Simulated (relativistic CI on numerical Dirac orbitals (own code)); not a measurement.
# One change at a time: Ta¹⁴⁺

Base calculation: Dirac-Coulomb-Breit CI, separate exchange-only KLI orbitals for each configuration, model QED (radiative potential, 1s self-energy scaled to tabulated hydrogen-like ionisation energies), unscaled Slater integrals.

Configurations in the expansion (outside the closed core [Ar] 3d10 4p6): 4s2 4d10 4f11 5s2, 4s2 4d10 4f12 5s, 4s2 4d10 4f11 5s 5p, 4s2 4d10 4f10 5s2 5p, 4s2 4d10 4f10 5s 5p2, 4s2 4d10 4f11 5s 5d, 4s2 4d10 4f12 5d, 4s2 4d10 4f10 5s2 5d, 4s2 4d10 4f12 6s, 4s2 4d9 4f12 5s2, 4s2 4d10 4f10 5s2 6s, 4s 4d10 4f12 5s2, 4s2 4d10 4f13, 4s2 4d9 4f14, 4s2 4d10 4f12 5p, 4s2 4d9 4f13 5p, 4d10 4f13 5s2, 4d10 4f14 5s, 4d10 4f13 5s 5p, 4d10 4f13 5s 5d, 4d9 4f14 5s2. Double excitations out of closed p, d and f shells are left out; levels of such configurations are missing from the list, as are those of other unlisted configurations, and high levels can miss mixing partners.

Variants: (1) only the first configuration; (2) one mean potential for all configurations. Shifts of the energy above 4s2 4d10 4f11 5s2 4I°_15/2, in cm⁻¹, for the lowest level and the first level of each name with at least 55 % of one term (blank where a level changes its place among those of its configuration and J or its character, or is not in the variant):

```tsv
Level	Base	Δ(1)	Δ(2)
4s2 4d10 4f11 5s2 4I°_15/2	0.0	0.0	0.0
4s2 4d10 4f11 5s2 4I°_13/2	13544.0	-7.4	+160.0
4s2 4d10 4f11 5s2 4I°_11/2	19767.7	+55.3	+97.8
4s2 4d10 4f11 5s2 4F°_7/2	39432.3	+511.3	+19.0
4s2 4d10 4f11 5s2 4F°_5/2	42396.4	+587.3	-20.9
4s2 4d10 4f11 5s2 2K°_15/2	48180.5	+417.7	-63.7
4s2 4d10 4f11 5s2 4G°_11/2	49686.1	+648.9	+8.8
4s2 4d10 4f11 5s2 2G°_7/2	51661.1	+566.1	-38.3
4s2 4d10 4f11 5s2 4G°_9/2	52761.9	+723.8	+34.0
4s2 4d10 4f11 5s2 2K°_13/2	58719.9	+447.7	+9.2
4s2 4d10 4f11 5s2 2P°_1/2	61263.3	+677.2	-93.8
4s2 4d10 4f11 5s2 4G°_5/2	64162.5	+904.5	+4.2
4s2 4d10 4f11 5s2 4G°_7/2	64850.5	+725.2	+110.2
4s2 4d10 4f11 5s2 2D°_5/2	65143.9	+875.9	-63.8
```

At this charge transitions that keep the count of f electrons are usually good to a few per cent. Terms inside the open d or f shell come out 10 to 20 % too wide with unscaled integrals. Levels and lines within the n = 5 or 6 shells can be off by up to 10 % or somewhat more, and those that change n by about 2 %, since core polarisation is missing. Levels that differ in their count of f electrons can be misplaced by several ten thousand cm⁻¹, since the correlation energy of f electrons is missing or only estimated; rates across such gaps can be off by orders of magnitude.

Ionisation energy from one configuration of each of the two ions, the ground ones as tabulated or assumed: base 326.09 eV. The NIST ASD value (theoretical) is 338 ± 17 eV.

LS names give the leading component of a level, which can be under half, so a name can repeat, a term be missing and a line seem to break the LS rules.
